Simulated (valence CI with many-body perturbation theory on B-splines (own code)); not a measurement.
Which ion has this spectrum?

A relativistic CI+MBPT calculation for an atom or ion with 31 electrons gives these levels (cm⁻¹):

```tsv
J	Parity	E	g
1/2	odd	0	0.66
3/2	odd	683850	1.33
1/2	even	739421	2.21
3/2	even	1323177	1.66
5/2	even	1387475	1.36
3/2	even	1479399	0.97
1/2	even	1500353	1.23
3/2	even	1920461	0.83
5/2	even	1992167	1.35
5/2	even	2121689	1.28
1/2	even	2184181	1.89
3/2	even	2214074	1.19
3/2	odd	2223279	1.33
3/2	odd	2504420	0.50
```

The energies are calculated, and their last digits are not significant.

Question: Which is it?
A. Ta42+
B. Yb39+
C. W43+
D. Hf41+

Answer: D. Hf41+, ground level (4s^2 4p1/2) J=1/2.
